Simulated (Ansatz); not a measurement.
`N[C]1(F)[SiH2][GeH2]1` at its PBE0-D4/def2-TZVP geometry, where that method's forces vanish. Charge 0, multiplicity 1.

```xyz
11

N     1.2713   -0.5138   -0.8558
C    -0.0090   -0.0006   -0.6380
F    -0.7096    0.3664   -1.7943
Si   -0.9935   -0.8666    0.7487
Ge   -0.0951    1.2652    0.9353
H     1.2875   -1.4011   -1.3424
H     1.9203    0.1382   -1.2758
H    -2.4582   -0.9373    0.5317
H    -0.4213   -2.1053    1.3303
H    -1.0460    2.4550    0.7865
H     1.2535    1.6000    1.5738
```

Q: What forces (eV/Å) does PBE-D4/def2-TZVPP give on these atoms in Ansatz 0.2.0? (Best estimate.)

A: Ansatz gave: 
```
N1   0.075 -0.035  0.278
C2   0.161 -0.131  0.231
F3  -0.399  0.210 -0.585
Si4 -0.064 -0.112  0.094
Ge5  0.019  0.152  0.152
H6   0.025 -0.324 -0.160
H7   0.251  0.221 -0.142
H8  -0.167 -0.005 -0.017
H9   0.059 -0.149  0.078
H10 -0.108  0.133 -0.012
H11  0.149  0.039  0.082
```
